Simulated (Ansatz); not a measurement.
Reactions of `[OH][Zr]([OH])([OH])[F]`.

Computed with Ansatz on PBE0-D4/def2-TZVP structures; ΔE is electronic, products minus reactants. CCSD(T)/CBS is the MP2 limit (def2-TZVPP, def2-QZVPP) plus CCSD(T) − MP2 in def2-TZVPP, frozen cores. This one scheme is used for every species. def2 core potentials past Kr. For I, Zr outer-core shells are correlated without core-valence functions, which leaves a few kJ/mol of doubt a bond. Each species was taken in one conformer, which may not be the lowest.

```csv
reaction,MP2/CBS(def2) (kJ/mol),CCSD(T)/CBS(def2) (kJ/mol)
`[OH][Zr]([OH])([OH])[F]` + HCl → `[OH][Zr]([OH])([OH])[Cl]` + H–F,1,6
`[OH][Zr]([OH])([OH])[F]` + H₂S → `[OH][Zr]([OH])([OH])[SH]` + H–F,72,78
`[OH][Zr]([OH])([OH])[F]` + HI → `[OH][Zr]([OH])([OH])[I]` + H–F,-1,11
`[OH][Zr]([OH])([OH])[F]` + `N[SiH2][SiH](F)S` → `[OH][Zr]([OH])([F])[SH]` + `N[SiH2][SiH](O)F`,-2,-4
```

Largest T1 diagnostic: 0.017, for `[OH][Zr]([OH])([F])[SH]`.
